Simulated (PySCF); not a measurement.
Sn(Me)(Cl)2 (CH3Cl2Sn), SMILES [CH3][Sn+]([Cl])[Cl], charge +1. Atoms are numbered in the order given.

```xyz
7

Sn    -0.1979    -0.1506    -0.0332
C     -1.8946    -1.4413    -0.3232
H     -1.5485    -2.2551    -0.9773
H     -2.6811    -0.8304    -0.7853
H     -2.1707    -1.8128     0.6742
Cl    -0.1198     2.0365    -0.7225
Cl     1.7471    -0.7967     0.9983
```
Charge +1, spin multiplicity 1.

Geometry: B3LYP-D3(BJ)/def2-SVP. The spin state was assumed, not searched. The isomer is the one that the SMILES or the coordinates give; other isomers of the formula were not compared. The def2 effective core potentials stand for the cores of Sn; spin–orbit coupling is left out.

Calculation: PBE/def2-TZVP run with PySCF.

ESP charges are fitted to the potential on shells at 1.4 to 2.0 van der Waals radii. Atomic charges (e):

```json
[
 {"atom": "Sn1", "Löwdin": "0.42", "ESP fit": "0.68", "Mulliken": "1.03"},
 {"atom": "C2", "Löwdin": "-0.40", "ESP fit": "-0.35", "Mulliken": "-0.47"},
 {"atom": "H3", "Löwdin": "0.16", "ESP fit": "0.21", "Mulliken": "0.21"},
 {"atom": "H4", "Löwdin": "0.16", "ESP fit": "0.20", "Mulliken": "0.22"},
 {"atom": "H5", "Löwdin": "0.16", "ESP fit": "0.21", "Mulliken": "0.21"},
 {"atom": "Cl6", "Löwdin": "0.25", "ESP fit": "0.04", "Mulliken": "-0.10"},
 {"atom": "Cl7", "Löwdin": "0.25", "ESP fit": "0.03", "Mulliken": "-0.10"}
]
```
